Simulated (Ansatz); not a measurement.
## Molecular dynamics of AlF2H3OSi

input.yaml

```yaml
crystal:
  periodic: [false, false, false]
  atoms:
    - { symbol: Al, position_ang: [-0.024934, -0.299604, -0.148594] }
    - { symbol: O, position_ang: [-0.215943, -0.748236, 1.526165] }
    - { symbol: Si, position_ang: [-1.502847, -0.243938, 2.545675] }
    - { symbol: H, position_ang: [-1.948697, 1.124673, 2.217154] }
    - { symbol: H, position_ang: [-2.620569, -1.160595, 2.893314] }
    - { symbol: H, position_ang: [-0.695637, 0.074147, 3.763781] }
    - { symbol: F, position_ang: [1.412021, 0.468755, -0.426646] }
    - { symbol: F, position_ang: [-1.098072, 0.333282, -1.21522] }
basis:
  gaussian: { orbitals: "6-31G*" }
hamiltonian:
  xc: b3lyp
  dispersion: d4
md:
  timestep: 1.0
  n_steps: 150
  ensemble: nvt_langevin
  temperature: 400.0
  initial_velocities: maxwell_boltzmann
  seed: 418246
  friction: 0.001
```

Command:

```bash
$ ansatz run input.yaml --threads 1 --pin off --max-ram 2048MiB --backend cpu --events-out ev --progress --plain --runs-dir out
```

It goes on from the last frame of an earlier run, with new velocities.

Output, in part (step lines, the closing report, with atoms numbered from 0):

```
md step     0: t =     0.00 fs  T =   350.0 K  F+E_penalty+E_count = -22009.97723045 eV  E_kin = 0.361928 eV  (26 SCF iters)
[... lines left out ...]
Total energy: -22010.34787316 eV, -808.8653651890 hartree
Atom 0 at    -0.319947    -0.115813    -0.278942 Å, force    -1.203589    -0.603022     1.424285 eV/Å
Atom 1 at    -1.117513    -0.179874     1.281040 Å, force     1.136583     0.816986    -0.722635 eV/Å
Atom 2 at    -0.825322    -0.035832     2.943019 Å, force    -0.222691    -2.492929    -0.469771 eV/Å
Atom 3 at    -2.185782    -0.054606     3.528147 Å, force     0.021136     0.758482     0.214596 eV/Å
Atom 4 at    -0.315830    -1.391210     3.468402 Å, force    -0.035685     0.638982    -0.384572 eV/Å
Atom 5 at     0.223927     0.887450     3.441598 Å, force    -0.307114     0.526938    -0.289000 eV/Å
Atom 6 at     1.285804    -0.198118    -0.406746 Å, force     1.263724     0.181308     0.246429 eV/Å
Atom 7 at    -0.995917    -0.287866    -1.758502 Å, force    -0.652365     0.173255    -0.019331 eV/Å
Dipole moment:    -0.068846     0.314917     0.266465 e Å
```

The steps, from the saved trajectory:

```
time (fs)  T (K)  potential energy less start (eV)
        0    350                             0.000
        5    632                            -0.254
       10    587                            -0.227
       15    565                            -0.194
       20    643                            -0.287
       25    820                            -0.485
       30    872                            -0.523
       35    795                            -0.396
       40    611                            -0.199
       45    435                            -0.034
       50    480                            -0.058
       55    672                            -0.230
       60    598                            -0.149
       65    488                            -0.013
       70    695                            -0.225
       75    896                            -0.442
       80    857                            -0.388
       85    789                            -0.372
       90    957                            -0.555
       95    798                            -0.385
      100    571                            -0.158
      105    574                            -0.205
      110    602                            -0.221
      115    538                            -0.163
      120    665                            -0.305
      125    809                            -0.448
      130    594                            -0.249
      135    432                            -0.072
      140    742                            -0.402
      145    896                            -0.573
      150    719                            -0.370
```

All steps were run. The mean temperature of the second half is 78 % above the set value. A run of 0.15 ps of so small a system gives no equilibrium averages.

The same pairs are bonded in the first frame and the last. Pairs count as bonded within 1.25 times the sum of covalent radii (0.12 Å more for H–H).

Last frame:

```xyz
8
Properties=species:S:1:pos:R:3
Al -0.320 -0.116 -0.279
O -1.117 -0.180 1.281
Si -0.825 -0.036 2.943
H -2.186 -0.055 3.528
H -0.316 -1.391 3.468
H 0.224 0.887 3.442
F 1.286 -0.198 -0.407
F -0.996 -0.288 -1.758
```

Run time: 9.7 min on 1 thread of Arm Neoverse V1, on a shared host, peak memory 0.17 GiB.
